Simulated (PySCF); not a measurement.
Isomers of C7H6F2O. Theory: PySCF 2.14.0, density-fitted response routines, TDDFT PBE0/def2-SVPD, vertical, gas phase, core orbitals frozen in the response. Geometries: GFN2-xTB; one conformer of each isolated species. Triplets are in the Tamm–Dancoff approximation.

A. `C=C1C=C/C1=C(\F)OCF`
B. `c1(cccc(c1)C(F)F)O`
C. `COc1cccc(F)c1F`
D. `FC(F)[C@]12C=C[C@H](C=C1)O2`

Lowest singlet levels (six at most, fewer where fewer were computed) with oscillator strengths:

1. 5.10 eV (f 0.043); 5.90 eV (f 0.034); 6.11 eV (f 0.000); 6.81 eV (f 0.557); 6.84 eV (f 0.154); 6.97 eV (f 0.227); T1 3.99 eV
2. 4.62 eV (f 0.000); 5.49 eV (f 0.000); 5.93 eV (f 0.012); 6.61 eV (f 0.007); 6.73 eV (f 0.099); 7.10 eV (f 0.004); T1 3.08 eV
3. 4.61 eV (f 0.041); 5.15 eV (f 0.059); 6.15 eV (f 0.347); 6.24 eV (f 0.239); 6.48 eV (f 0.472); 6.82 eV (f 0.001); T1 2.99 eV
4. 5.32 eV (f 0.009); 5.93 eV (f 0.084); 6.16 eV (f 0.002); 6.49 eV (f 0.005); 6.63 eV (f 0.002); 6.78 eV (f 0.387); T1 4.03 eV

Question: Match each spectrum to its molecule.

Answer: 1 = B, 2 = D, 3 = A, 4 = C.
- A: S1 at 4.61 eV, HOMO→LUMO (79%), HOMO→LUMO+1 (12%); Löwdin shares by element: HOMO carbon 73% or more (atoms not listed hold the other 27%); LUMO carbon 75% or more (atoms not listed hold the other 25%); HOMO -6.65 and LUMO -1.07 eV.
- B: S1 at 5.10 eV, HOMO→LUMO (81%), HOMO-1→LUMO+1 (16%); Löwdin shares by element: HOMO carbon 49% or more, oxygen 20% (atoms not listed hold the other 32%); LUMO carbon 68% or more (atoms not listed hold the other 32%); HOMO -6.94 and LUMO -0.80 eV.
- C: S1 at 5.32 eV, HOMO→LUMO (42%), HOMO→LUMO+1 (24%), HOMO-1→LUMO+1 (18%); Löwdin shares by element: HOMO carbon 45% or more, oxygen 21% (atoms not listed hold the other 34%); LUMO carbon 67% or more (atoms not listed hold the other 33%); HOMO -6.91 and LUMO -0.39 eV; point group Cs.
- D: S1 at 4.62 eV, HOMO→LUMO (99%); Löwdin shares by element: HOMO carbon 78% or more (atoms not listed hold the other 22%); LUMO carbon 69% or more (atoms not listed hold the other 31%); HOMO -6.88 and LUMO -1.16 eV.
A and D have S1 within 0.02 eV of each other; their strongest listed levels stand at 6.48 eV (f 0.472) and 6.73 eV (f 0.099).
